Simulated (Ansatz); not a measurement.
```yaml
crystal:
  periodic: [false, false, false]
  atoms:
    - {symbol: Al, position_ang: [-0.578648, 2.259622, 0.118204]}
    - {symbol: O, position_ang: [-0.593708, 0.697432, -0.527724]}
    - {symbol: C, position_ang: [0.399429, -0.278535, -0.731159]}
    - {symbol: Si, position_ang: [0.114115, -1.735335, 0.440692]}
    - {symbol: H, position_ang: [0.809799, 2.872243, 0.573469]}
    - {symbol: H, position_ang: [-1.974590, 2.985601, 0.207529]}
    - {symbol: H, position_ang: [0.359929, -0.628349, -1.770342]}
    - {symbol: H, position_ang: [1.412283, 0.122530, -0.578016]}
    - {symbol: H, position_ang: [1.170760, -2.767662, 0.250282]}
    - {symbol: H, position_ang: [0.164320, -1.240337, 1.843956]}
    - {symbol: H, position_ang: [-1.218188, -2.344212, 0.193609]}
basis:
  gaussian: {orbitals: cc-pVTZ, nuclear_model: gaussian}
total_charge: -1
magnetization: {spin_polarized: true, initial_magnetization: 1}
hamiltonian: {xc: {name: RPBE}, dispersion: d4, pseudopotentials: {relativity: scalar}}
output: {forces: true}
```

```sh
$ ansatz run in.yaml --threads 2 --pin off --events-out ev --progress --plain --max-ram 4352MiB
```

Shortened log:

```
Functional definition: RPBE
1299 factors; their error is unknown
mean field evaluation 1: about -17696.9642 eV, gradient 2.3e1 eV
mean field evaluation 2: about -17694.4998 eV, gradient 3.2e1 eV
mean field evaluation 4: about -17700.0060 eV, gradient 3.2e0 eV
mean field evaluation 8: about -17700.0663 eV, gradient 1.3e-1 eV
mean field evaluation 16: about -17700.0247 eV, gradient 2.6e-4 eV
mean field -17700.02469813 eV, -650.4639101487 hartree, gradient 3.8e-5 eV, S^2 0.754745; 3 other end points of the search recorded, 0 dependent functions left out
reference -17700.02474999 eV, -650.4639120546 hartree; 25, 24 occupied and 201, 202 virtual orbitals, 1299 factors
Total energy: -17700.92664523 eV, -650.4970560932 hartree
Relativity: scalar
Atom 0 at    -0.578648     2.259622     0.118204 Å, force     0.126859     1.898844     0.782863 eV/Å
Atom 1 at    -0.593708     0.697432    -0.527724 Å, force    -0.065635    -2.427735    -0.896369 eV/Å
Atom 2 at     0.399429    -0.278535    -0.731159 Å, force    -0.495954     0.639005     0.053130 eV/Å
Atom 3 at     0.114115    -1.735335     0.440692 Å, force     0.014431     0.403625     0.069586 eV/Å
Atom 4 at     0.809799     2.872243     0.573469 Å, force     0.434482     0.115066     0.111640 eV/Å
Atom 5 at    -1.974590     2.985601     0.207529 Å, force    -0.435733     0.134894     0.025859 eV/Å
Atom 6 at     0.359929    -0.628349    -1.770342 Å, force     0.092970    -0.207736    -0.396336 eV/Å
Atom 7 at     1.412283     0.122530    -0.578016 Å, force     0.362807     0.050775     0.060302 eV/Å
Atom 8 at     1.170760    -2.767662     0.250282 Å, force     0.205693    -0.373460     0.012047 eV/Å
Atom 9 at     0.164320    -1.240337     1.843956 Å, force     0.004085    -0.021652     0.236148 eV/Å
Atom 10 at    -1.218188    -2.344212     0.193609 Å, force    -0.244005    -0.211626    -0.058871 eV/Å
Dipole moment:     0.413792    -1.628791    -0.257470 e Å
```

**Question.** Something in this input is off. What?

**Answer.** The charge is far from anything that the molecule holds. The run converged. The result belongs to that input, not to the molecule as meant.
